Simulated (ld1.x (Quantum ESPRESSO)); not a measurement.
# Before and after: PAW potential for lithium (Li)

Li (Z = 3), PAW, made with ld1.x (Quantum ESPRESSO) 7.5 (PBEsol, scalar-relativistic). Core none, reference 1s2 2s0 2p0 (charge +1). Waves: 1s (bound): rcut 1.00, rcutus 1.15 bohr; 2s (bound, empty): rcut 1.00, rcutus 1.15 bohr; 2p (bound, empty): rcut 3.65, rcutus 4.60 bohr; 2p channel at 2.2 Ry: rcut 3.65, rcutus 4.60 bohr; 3d channel at -0.1 Ry: rcut 3.05, rcutus 4.00 bohr; 3d channel at 2.1 Ry: rcut 3.05, rcutus 4.00 bohr. Local part: all-electron potential smoothed inside 2.25 bohr (lloc = -2). Core correction: none. Augmentation charge: PSQ, inside the norm-conserving radii.

Change: reference 1s2 2s1 2p0.

Cutoffs: the cutoffs (Ry, on a coarse ladder) from which the occupation-weighted sum of valence levels, in a spherical-Bessel basis at the reference potential, stays within 10 and 1 mRy of its value at 400 Ry; they do not see the model core or the augmentation charge, which bear on the density cutoff. Errors are all-electron minus pseudo energies relative to the spin-unpolarised reference configuration.

What does the change do?

The potential gets harder (35 Ry and 45 Ry → 45 Ry and 70 Ry); the range in which the s phases agree widens (upper end 2.2 → at the end of the scan); the range in which the d phases agree widens (upper end 1.1 → 3.7); neither file shows a bound ghost at the reference potential, the only one tested.

| quantity | base | changed |
| --- | --- | --- |
| cutoff, loose | 35 Ry | 45 Ry |
| cutoff, tight | 45 Ry | 70 Ry |
| bound ghosts | none | none |
| tests counted (converged, no solver errors) | 3 of 4 | 3 of 4 |
| s: phases at 4.99 bohr within 0.05 rad from the reference energy up to (Ry; the scan ends near 5) | 2.2 | to the end of the scan |
| p: phases at 4.99 bohr within 0.05 rad from the reference energy up to (Ry; the scan ends near 5) | -0.1 | 0.6 |
| d: phases at 4.99 bohr within 0.05 rad from the reference energy up to (Ry; the scan ends near 5) | 1.1 | 3.7 |
| lowest overlap eigenvalue by channel | s 0.22, p 1.00, d 0.96 | s 0.22, p 0.92, d 0.75 |

Base: The cutoffs count occupied waves only; the empty 2s level needs 50 Ry at the loose tolerance. Tests not counted: 1s1 2s1 2p0 (solver errors, printed error -35.7 eV). Changed file: Tests not counted: 1s1 2s1 2p0 (pseudo-atom not self-consistent, printed error -32.1 eV).
